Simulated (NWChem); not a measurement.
# Ionisation of trigermane (H8Ge3)

```xyz
11

Ge    -2.0063     0.0000     0.4460
Ge     0.0000     0.0000    -0.9186
Ge     2.0063     0.0000     0.4460
H     -3.2691     0.0000    -0.4363
H     -2.0337    -1.2502     1.3456
H     -2.0337     1.2502     1.3456
H      0.0000     1.2459    -1.8291
H      0.0000    -1.2459    -1.8291
H      2.0337    -1.2502     1.3456
H      2.0337     1.2502     1.3456
H      3.2691     0.0000    -0.4363
```
Charge 0, spin multiplicity 1.

All runs are NWChem calculations. All single points use one geometry, from PBE0/def2-SVP, with no frequency check, so it may be a saddle point.

Basis set: def2-TZVP. The species with one electron less has spin multiplicity 2 and keeps the geometry of the parent. Δ marks differences of total energies (open shells unrestricted). −ε marks an orbital energy of the parent. That orbital need not have the symmetry of the hole or added electron in the Δ rows.

The Hamiltonian is non-relativistic. B3LYP has NWChem's definition, with VWN1-RPA local correlation. The stability of the SCF solutions was not checked.

**Question.** Order these methods by the first vertical ionisation energy they give, lowest first: −ε(HOMO) of HF, −ε(HOMO) of LDA (SVWN5), −ε(HOMO) of BLYP, −ε(HOMO) of B3LYP, −ε(HOMO) of PBE, ΔBLYP.

**Answer.** −ε(HOMO) of BLYP (6.65 eV), −ε(HOMO) of PBE (6.82 eV), −ε(HOMO) of LDA (SVWN5) (6.93 eV), −ε(HOMO) of B3LYP (7.63 eV), ΔBLYP (9.29 eV), −ε(HOMO) of HF (10.14 eV)
